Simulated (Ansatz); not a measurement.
`[CH3][Sn]([NH2])([F])[F]` + `B[Si](O)(F)Cl` → `[NH2][Sn]([F])([F])[Cl]` + `B[Si](C)(O)F`  (redistribution)

Computed with Ansatz on PBE0-D4/def2-TZVP structures; ΔE is electronic, products minus reactants. CCSD(T)/CBS adds triple-zeta CCSD(T) − MP2 to the extrapolated MP2 energy (def2 sets, frozen cores). DFT in def2-TZVPP. B3LYP here is the variant with VWN-RPA as its local correlation; programs differ in this. Elements past krypton have def2 core potentials. For Sn outer-core shells are correlated without core-valence functions, which leaves a few kJ/mol of doubt a bond. Each species was taken in one conformer, which may not be the lowest.

| level | ΔE (kJ/mol) | difference from CCSD(T)/CBS |
| --- | --- | --- |
| r2SCAN-D4 | 33.1 | -0.5 |
| B97M-V | 27.4 | -6.2 |
| PBE0-D4 | 32.9 | -0.7 |
| r2SCANh-D4 | 32.9 | -0.7 |
| r2SCAN0-D4 | 32.7 | -0.9 |
| ωB97X-V | 30.8 | -2.8 |
| PBE-QIDH | 33.8 | 0.2 |
| revPBE | 33.9 | 0.3 |
| r2SCAN | 33.1 | -0.5 |
| PBE0 | 32.8 | -0.8 |
| B3LYP | 32.9 | -0.7 |
| r2SCANh | 33.0 | -0.6 |
| CAM-B3LYP | 32.2 | -1.4 |
| SCS-MP2/def2-TZVPP | 35.9 | 2.3 |
| CCSD/def2-TZVPP | 34.0 | 0.4 |
| HF/CBS(def2) | 20.8 | -12.8 |
| CCSD(T)/CBS | 33.6 | 0 |

Largest T1 diagnostic among the species: 0.013.

At CCSD(T), def2-SVP lies −9.1 kJ/mol from the extrapolated value and def2-TZVPP +1.3 kJ/mol. From BLYP to BHLYP (50 % exact exchange), in def2-TZVPP and without D4, ΔE moves by −4.4 kJ/mol.

CCSD(T)/CBS has its own doubt, a few kJ/mol and more with outer-core shells, so smaller differences from it don't rank the levels.
